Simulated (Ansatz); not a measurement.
A run for Ansatz (a first-principles code): U-CCSD(T)/cc-pV(T+d)Z on AlH5Si (SMILES [AlH2][SiH3]), a point of a bond scan (R = 2.771 Å). Files ending in .json are basis or fitting sets from the Basis Set Exchange.

Ansatz 0.2 input:
```yaml
crystal:
  periodic: [false, false, false]
  atoms:
    - {symbol: Al, position_ang: [0.03394872, -0.60450630, -1.15927772]}
    - {symbol: H, position_ang: [-2.27967341, -0.83696492, -2.66664078]}
    - {symbol: H, position_ang: [1.38583772, -1.18780901, -1.74138382]}
    - {symbol: Si, position_ang: [-0.02792387, 0.52763245, 1.02391416]}
    - {symbol: H, position_ang: [-0.03926723, 2.00388745, 0.82696529]}
    - {symbol: H, position_ang: [1.14506402, 0.20807389, 1.87836413]}
    - {symbol: H, position_ang: [-1.25391258, 0.18491499, 1.79249452]}
basis:
  gaussian:
    orbitals: cc-pV_T+d_Z.json
correlation: {method: ccsd_t, electrons: outside_noble_gas}
scf: {omitted_lower_state_checks: [cluster_reference]}
magnetization: {spin_polarized: true, initial_magnetization: 0}
```

Output:

```
WARN ansatz: RAYON_NUM_THREADS=1 ignored (pool sized by the plan → 1); use --threads N
Functional definition: HF
these checks for a lower state are left out or cut short: cluster_reference
integrals: 0.55 GiB planned
846 factors; integrals over basis functions are off by at most 1.1e-3 eV
mean field: 0.43 GiB planned
mean field evaluation 1: about -14519.8860 eV, gradient 1.0e1 eV
mean field evaluation 2: about -14519.8838 eV, gradient 1.0e1 eV
mean field evaluation 4: about -14521.3756 eV, gradient 1.1e0 eV
mean field evaluation 8: about -14521.3916 eV, gradient 9.2e-4 eV
mean field evaluation 16: about -14521.8612 eV, gradient 1.1e-2 eV
mean field evaluation 32: about -14521.8612 eV, gradient 1.7e-6 eV
mean field -14521.86124134 eV, -533.6685573481 hartree, gradient 1.7e-6 eV, S^2 0.660828; 5 other end points of the search recorded, 0 dependent functions left out
10 core orbitals not correlated
reference -14521.86124134 eV, -533.6685573481 hartree; 6, 6 occupied and 132, 132 virtual orbitals, 846 factors
second order -5.35224287 eV of doubles, -0.00000000 eV of singles
coupled cluster: 1.91 GiB planned
cycle   1  -6.18592719 eV  change   -8.3e-1 eV  update   8.3e-2
cycle   2  -6.55884944 eV  change   -3.7e-1 eV  update   4.6e-2
cycle   3  -6.63178344 eV  change   -7.3e-2 eV  update   3.4e-2
cycle   4  -6.72704309 eV  change   -9.5e-2 eV  update   2.9e-2
cycle   5  -6.85840942 eV  change   -1.3e-1 eV  update   2.1e-2
cycle   6  -6.90287998 eV  change   -4.4e-2 eV  update   1.0e-2
cycle   7  -6.92155781 eV  change   -1.9e-2 eV  update   4.5e-3
cycle   8  -6.92813760 eV  change   -6.6e-3 eV  update   1.6e-3
cycle   9  -6.92788949 eV  change    2.5e-4 eV  update   8.0e-4
cycle  10  -6.92766808 eV  change    2.2e-4 eV  update   3.5e-4
cycle  11  -6.92807805 eV  change   -4.1e-4 eV  update   1.5e-4
cycle  12  -6.92808759 eV  change   -9.5e-6 eV  update   5.4e-5
cycle  13  -6.92809351 eV  change   -5.9e-6 eV  update   2.7e-5
cycle  14  -6.92809008 eV  change    3.4e-6 eV  update   1.2e-5
coupled cluster: 1.91 GiB planned
perturbative correction -0.24834084 eV, -0.0091263575 hartree
Total energy: -14529.03767225 eV, -533.9322863199 hartree
Checks for a lower state left out: cluster_reference
```

Self-consistency was reached. Its determinant has ⟨S²⟩ = 0.66, a mixture of spin states.

Cost: about 40 core-seconds (a rough figure).
